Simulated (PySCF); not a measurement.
Computed shifts of a molecule CH₆FNOSi₂, PBE0/pcSseg-1 in PySCF, GIAO, gas phase, equivalent atoms averaged, in ppm (number of nuclei): ¹⁵N: 49.3 (1). ²⁹Si: 54.7 (1), 10.2 (1). ¹³C: 69.0 (1). ¹⁹F: -206.7 (1). ¹H: 6.39 (1), 5.35 (1), 4.57 (2), 2.17 (1), 1.84 (1). References: ¹⁵N against NH3 (σ = 267.4 ppm); ²⁹Si against TMS (σ = 352.7 ppm); ¹⁷O against H2O (σ = 334.2 ppm); ¹³C against TMS (σ = 186.3 ppm); ¹⁹F against CFCl3 (σ = 167.2 ppm); ¹H against TMS (σ = 31.56 ppm), references at their B3LYP-D3(BJ)/def2-TZVP geometries, non-relativistic. Geometry optimised at PBE0-D3(BJ)/def2-SVP. One conformer was computed; it need not be the lowest.

Question: Which structure fits?
(A) N[Si@@H]1OC[Si@@H]1F
(B) N[Si@@H]1O[SiH2][C@@H]1F
(C) O[Si@@H](F)/N=C/[SiH3]
(D) O[Si@H](F)/C=N/[SiH3]

Answer: A, N[Si@@H]1OC[Si@@H]1F
